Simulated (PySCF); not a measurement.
C4H7NSi, SMILES C(C([SiH2]N)=C)#C.

Coordinates come from a PBE-D3(BJ)/def2-SVP optimisation. The structure was generated by enumeration, and PubChem lists no compound with its InChIKey, so it may never have been made. Other conformers were not sampled.

Level of theory: PBE-D3(BJ)/def2-SVP (PySCF).

Frequencies are harmonic and unscaled.

| mode | ν (cm⁻¹) | IR (km/mol) | Raman (Å⁴/amu) | depolarisation | moving atoms (share of kinetic energy) |
|---|---|---|---|---|---|
| 1 | 51 | 1.7 | 4.4 | 0.74 | N 31 %, H 30 %, C 29 %, Si 10 % |
| 2 | 104 | 2.0 | 4.6 | 0.75 | C 44 %, H 26 %, N 20 %, Si 11 % |
| 3 | 165 | 2.9 | 7.3 | 0.74 | C 36 %, H 33 %, N 16 %, Si 15 % |
| 4 | 209 | 21.8 | 3.3 | 0.75 | H 81 %, C 12 % |
| 5 | 264 | 7.2 | 2.5 | 0.75 | C 61 %, H 32 % |
| 6 | 287 | 8.2 | 3.7 | 0.71 | C 59 %, H 27 % |
| 7 | 439 | 12.3 | 4.6 | 0.23 | C 49 %, H 27 %, Si 15 %, N 10 % |
| 8 | 452 | 161.6 | 2.2 | 0.53 | H 70 %, C 18 %, N 11 % |
| 9 | 511 | 104.4 | 3.6 | 0.62 | C 38 %, H 30 %, Si 22 %, N 10 % |
| 10 | 537 | 24.2 | 3.8 | 0.30 | H 60 %, C 28 %, Si 10 % |
| 11 | 607 | 30.4 | 12.1 | 0.16 | C 52 %, H 43 % |
| 12 | 623 | 9.3 | 7.3 | 0.09 | H 58 %, C 37 % |
| 13 | 629 | 32.6 | 3.1 | 0.67 | H 77 %, C 23 % |
| 14 | 724 | 0.7 | 9.5 | 0.70 | H 71 %, C 29 % |
| 15 | 745 | 3.4 | 4.3 | 0.74 | H 92 % |
| 16 | 821 | 6.4 | 10.3 | 0.50 | N 44 %, H 36 %, Si 18 % |
| 17 | 867 | 235.6 | 12.1 | 0.57 | H 85 %, Si 12 % |
| 18 | 878 | 103.0 | 12.9 | 0.58 | H 75 %, Si 17 % |
| 19 | 897 | 37.3 | 7.1 | 0.69 | H 80 %, N 13 % |
| 20 | 912 | 34.0 | 2.0 | 0.74 | H 72 %, C 28 % |
| 21 | 914 | 3.7 | 3.1 | 0.71 | C 51 %, H 49 % |
| 22 | 1158 | 6.9 | 12.7 | 0.63 | C 71 %, H 28 % |
| 23 | 1369 | 7.9 | 32.6 | 0.38 | H 83 %, C 17 % |
| 24 | 1501 | 28.3 | 6.3 | 0.75 | H 90 %, N 10 % |
| 25 | 1595 | 1.9 | 51.1 | 0.14 | C 88 %, H 11 % |
| 26 | 2125 | 8.0 | 317.8 | 0.29 | C 91 %, H 9 % |
| 27 | 2161 | 106.2 | 185.2 | 0.11 | H 97 % |
| 28 | 2177 | 107.3 | 105.9 | 0.44 | H 96 % |
| 29 | 3059 | 7.3 | 134.6 | 0.13 | H 95 % |
| 30 | 3161 | 3.1 | 95.6 | 0.75 | H 89 %, C 11 % |
| 31 | 3407 | 83.0 | 40.7 | 0.26 | H 86 %, C 14 % |
| 32 | 3476 | 20.1 | 119.9 | 0.10 | H 96 % |
| 33 | 3568 | 20.9 | 63.8 | 0.75 | H 92 %, N 8 % |
